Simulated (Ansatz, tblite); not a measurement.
Breaking a bond: Al2(mu-Me)2(Me)4, C6H18Al2, singlet. The C7–H26 bond (C7 also carries Al, H, H; H26 carries nothing else) is stretched with both fragments frozen at the PBE0/def2-SVP optimised geometry. Each curve is given relative to its own lowest point near equilibrium.

```tsv
R / Å	A	B	C	D
0.91	28.6	33.6	35.1	33.3
0.98	9.2	11.7	12.8	11.6
1.03	2.5	3.7	4.3	3.7
1.07	0.3	0.7	1.0	0.7
1.10	0.0	0.0	0.0	0.0
1.14	1.0	0.8	0.4	0.7
1.17	2.7	2.4	1.8	2.3
1.25	9.7	10.1	8.6	9.8
1.35	21.6	24.2	21.5	23.3
1.44	33.7	38.9	35.2	37.6
1.62	59.3	70.2	64.2	67.7
1.79	82.7	98.7	90.5	95.0
2.06	115.0	138.4	126.4	132.8
2.33	140.4	170.3	154.6	163.1
2.73	166.1	205.1	184.1	195.9
3.21	183.0	232.3	206.0	221.2
```

Energies in mEh.

Question: Which curve belongs to which method? The methods are tblite with GFN2-xTB, 300 K electronic temperature; restricted B3LYP/def2-SVP in Ansatz (an electronic-structure program); restricted PBE/def2-SVP (Ansatz); restricted PBE0/def2-SVP (Ansatz).

Answer: A is GFN2-xTB; B is RKS-PBE0; C is RKS-PBE; D is RKS-B3LYP.

The restricted form behind RKS-PBE0, RKS-B3LYP, RKS-PBE keeps the bonding electrons paired and can't separate into open-shell fragments.
